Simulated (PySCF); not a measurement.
```xyz
5
charge 0 multiplicity 2, angstrom
Rh    0.0000    0.0000   -0.1447
F     0.0000    1.7926   -0.5983
F     0.0000   -1.7926   -0.5983
F     1.4137    0.0000    0.9978
F    -1.4137    0.0000    0.9978
```

Level of theory: UPBE0 in PySCF with Rh def2-SVP with ECP28, F def2-SVP; scalar-relativistic core potentials, no spin–orbit coupling; density-fitted integrals.

This geometry of RhF₄ is a stationary point at this level.

(1) What is the point group?

(2) Is it a minimum?

(3) List the harmonic modes with their infrared intensities.

(4) Give the atomic charges and bond orders.

Answers

(1) C2v.

(2) Yes: all harmonic wavenumbers are real.

(3) 
| symmetry | ω (cm⁻¹) | IR (km/mol) | type |
| --- | --- | --- | --- |
| a2 | 109 | 0.0 | bend |
| b1 | 116 | 10.2 | bend |
| a1 | 133 | 2.4 | bend |
| b2 | 134 | 31.4 | bend |
| a1 | 187 | 20.0 | bend |
| a1 | 648 | 10.8 | stretch |
| b2 | 677 | 58.2 | stretch |
| b1 | 680 | 147 | stretch |
| a1 | 697 | 26.4 | stretch |

(4) 
```
atom  Mulliken  Löwdin  polar tensor  spin (Mulliken)  Mayer order to Rh1
 Rh1      1.17    0.39          1.98             0.70                   –
F2,3     -0.32   -0.12         -0.55             0.14                0.98
F4,5     -0.27   -0.07         -0.44             0.01                1.03
```

This need not be the most stable arrangement of these atoms. With open d or f shells other occupations or spin states may lie lower. At this level a quartet minimum of D4h symmetry lies 65 kJ/mol below this structure.
